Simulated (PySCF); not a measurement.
Compound: C2H7NOSi.
Geometry (PBE0-D3(BJ)/def2-SVP, Å), atoms numbered from 1 in this order:
```xyz
12
C2H7NOSi angstrom
C     -1.6796    0.2168    0.6704
C     -0.7929   -0.8937    0.1768
O     -1.1787   -2.0392    0.0783
Si     1.0616   -0.5718   -0.2782
N      1.5115    1.0980   -0.2258
H     -1.2581    0.6374    1.5985
H     -1.6963    1.0452   -0.0563
H     -2.6970   -0.1574    0.8522
H      1.8752   -1.2742    0.7576
H      1.2607   -1.2253   -1.6093
H      1.3136    1.7347   -0.9881
H      2.3173    1.4000    0.3071
```

Computed with PySCF at wB97X-D/def2-SVPD, non-relativistic, on one gas-phase PBE0-D3(BJ)/def2-SVP geometry that isn't relaxed in the solvent. The solvent is an IEF-PCM continuum (Bondi radii, 1.10 Å for H, scaled by 1.2), and excitations are vertical TDDFT with non-equilibrium linear response and a frozen core. Specific hydrogen bonds and non-electrostatic terms are outside this model.

Gas-phase singlets (H = HOMO, L = LUMO):

```csv
state,E (eV),λ (nm),f,leading configurations
S1,3.492,355,0.001,H→L 92%
S2,6.080,204,0.007,"H→L+1 70%, H-1→L 11%"
S3,6.354,195,0.004,"H-1→L 78%, H→L+1 12%"
S4,6.782,183,0.018,H→L+2 85%
S5,7.133,174,0.016,"H-1→L+1 71%, H→L+6 8%"
```

Q: What are the lowest 5 singlets in chloroform (ε = 4.711)?

A: 
```
state  E (eV)  λ (nm)      f  leading configurations  change by rank (eV)
   S1   3.554     349  0.002                 H→L 90%               +0.062
   S2   6.100     203  0.010               H-1→L 78%               +0.020
   S3   6.339     196  0.003    H→L+1 69%, H-1→L 10%               -0.015
   S4   6.802     182  0.025               H→L+2 85%               +0.020
   S5   7.259     171  0.025             H-1→L+1 66%               +0.126
```

Q: The ground-state energy changes by -0.220 eV from gas to chloroform. By how much does the total energy of gas-phase S1 change?

A: E(S1) = E(S0) + excitation energy, so it changes by -0.220 + 0.062 = -0.158 eV: it is lowered less than the ground state, which is what a blue shift means. This is the vertical state, with the slow part of the continuum still set for S0.

Q: How do the frontier levels move from gas to chloroform?

A: 
| orbital | gas (eV) | solvent (eV) | change (eV) | Löwdin shares, gas | Löwdin shares, solvent |
| --- | --- | --- | --- | --- | --- |
| LUMO+2 | 2.67 | 2.64 | -0.03 | Si4 17 %, C2 16 %, C1 13 %, O3 11 % | O3 22 %, Si4 18 %, C2 16 %, H9 10 % |
| LUMO+1 | 1.72 | 1.98 | +0.26 | Si4 34 %, H11 12 %, N5 12 %, H12 11 % | Si4 38 %, N5 10 %, H11 9 %, H12 9 % |
| LUMO | 0.73 | 0.70 | -0.03 | C2 37 %, O3 29 %, Si4 14 %, C1 8 % | C2 38 %, O3 30 %, Si4 12 %, C1 8 % |
| HOMO | -8.49 | -8.56 | -0.07 | O3 43 %, C2 18 %, Si4 11 %, N5 11 % | O3 39 %, C2 17 %, N5 15 %, Si4 12 % |
| HOMO-1 | -10.04 | -9.89 | +0.15 | N5 57 %, Si4 12 %, O3 10 %, H12 6 % | N5 55 %, O3 13 %, Si4 12 %, H12 5 % |
| HOMO-2 | -11.51 | -11.47 | +0.04 | Si4 30 %, H9 23 %, O3 14 %, H10 14 % | Si4 32 %, H9 25 %, H10 16 %, O3 11 % |
| HOMO-3 | -12.35 | -12.31 | +0.04 | C1 20 %, O3 18 %, Si4 15 %, H8 11 % | C1 22 %, O3 16 %, Si4 15 %, H8 12 % |

The HOMO–LUMO gap goes from 9.23 to 9.26 eV.

wB97X-D is run here without its empirical dispersion term; that term would change no orbital, density or response property at a fixed geometry.
